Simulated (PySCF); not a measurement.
Run record: excited-state job, `CB(C)N[SiH2]N`.

Computed with TDDFT CAM-B3LYP/def2-SVPD, vertical, gas phase, core orbitals frozen in the response (PySCF 2.14.0, density-fitted response routines). Geometry: PBE0-D3(BJ)/def2-SVP. A driver script takes a list of jobs; this job's settings line and coordinates (Å) are shown.

Input:
```
{"job": {"kind": "uv", "xc": "CAM-B3LYP", "basis": "def2-SVPD", "ip": true}, "charge": 0, "multiplicity": 1}
C     -1.756793     1.668250     0.449539
B     -0.959272     0.343584     0.104168
C     -1.761714    -0.914013    -0.425316
N      0.446025     0.311254     0.295209
Si     1.653527    -0.934576     0.056090
N      3.136700    -0.132062    -0.320792
H     -2.600770     1.451841     1.126316
H     -1.147425     2.463394     0.907948
H     -2.211881     2.080366    -0.468152
H     -2.519152    -0.616158    -1.168665
H     -1.148684    -1.717657    -0.857447
H     -2.327722    -1.349370     0.418016
H      0.849611     1.160194     0.686838
H      1.950660    -1.718861     1.294492
H      1.127486    -1.874835    -0.979241
H      4.011567    -0.544195    -0.018686
H      3.252253     0.364426    -1.197200
```

Output:
```
coarse grid: 13832 points
cycle   1  E = -506.3008853297  dE =  3.477e-01  |g| = 5.743e-01  |ddm| = 6.442e+00
cycle   2  E = -506.3045402152  dE = -3.655e-03  |g| = 5.869e-01  |ddm| = 1.725e+00
cycle   3  E = -506.3809015621  dE = -7.636e-02  |g| = 5.724e-02  |ddm| = 7.646e-01
cycle   4  E = -506.3815262691  dE = -6.247e-04  |g| = 3.016e-02  |ddm| = 1.351e-01
cycle   5  E = -506.3817509071  dE = -2.246e-04  |g| = 3.773e-03  |ddm| = 4.498e-02
cycle   6  E = -506.3817540176  dE = -3.111e-06  |g| = 1.959e-03  |ddm| = 9.567e-03
final grid: 126632 points
cycle   7  E = -506.4493839748  dE = -2.804e-05  |g| = 4.832e-03  |ddm| = 8.103e-02
cycle   8  E = -506.4493832892  dE =  6.857e-07  |g| = 5.289e-03  |ddm| = 1.688e-02
cycle   9  E = -506.4493892918  dE = -6.003e-06  |g| = 3.874e-04  |ddm| = 6.953e-03
cycle  10  E = -506.4493893234  dE = -3.158e-08  |g| = 1.434e-04  |ddm| = 1.005e-03
cycle  11  E = -506.4493893288  dE = -5.382e-09  |g| = 2.399e-05  |ddm| = 3.578e-04
cycle  12  E = -506.4493893290  dE = -1.552e-10  |g| = 1.066e-05  |ddm| = 7.191e-05
converged SCF energy = -506.4493893290

Static polarisability (au): isotropic 82.197, principal 68.518 80.175 97.897

Singlet excitations
state   eV       nm        f      main configurations
  1   6.5930    188.1   0.03173   H->L 0.43, H->L+1 0.43
  2   7.2733    170.5   0.00867   H->L 0.30, H-1->L 0.29, H->L+1 0.21
  3   7.4056    167.4   0.00080   H-2->L+2 0.65, H->L+2 0.09
  4   7.5538    164.1   0.03429   H-1->L 0.51, H->L+1 0.18, H-1->L+1 0.08
  5   7.7295    160.4   0.20221   H-1->L+1 0.53
  6   7.8989    157.0   0.10407   H->L+2 0.53, H-1->L+2 0.19
  7   7.9178    156.6   0.03613   H-2->L 0.53, H-2->L+1 0.18, H->L+3 0.10
  8   8.1124    152.8   0.03667   H->L+3 0.38, H-1->L+2 0.12, H->L+6 0.10
  9   8.2282    150.7   0.06295   H->L+3 0.18, H-1->L+2 0.17, H->L+4 0.13
 10   8.4015    147.6   0.04222   H-1->L+2 0.25, H->L+6 0.20, H->L+4 0.15

Triplet excitations (Tamm-Dancoff, eV): 6.2248 6.6504 6.9415 7.0438
Vertical ionisation energy (delta-SCF) = 9.7418 eV
```

The SCF starts on a coarse grid where the log names one; the energy can jump when the final grid takes over, and dE then counts from the start density on the new grid. H and L stand for HOMO and LUMO; the number after each pair is its weight.

Task: Which computed singlet has the largest oscillator strength, and what do all of them sum to?

Result: State 5 at 7.73 eV (160 nm), f = 0.202; the 10 states sum to 0.560.

Task: Give the mean polarisability as a volume in Å³, and the ratio of the largest to the smallest principal value.

Result: 82.197 au × 0.148185 = 12.18 Å³; 97.897/68.518 = 1.43.

In short: HOMO -8.94 eV, LUMO 0.97 eV; lowest singlet 6.59 eV; lowest triplet 6.22 eV (Tamm–Dancoff); mean polarisability 82.2 au.

Task: Estimate the wall time. Hardware: one thread of an Arm Neoverse N1, no GPU (shared host).

Result: About 6.2 min.

One conformer stands for the species.
Labels such as C1 count atoms from 1, the log's own numbers from 0.
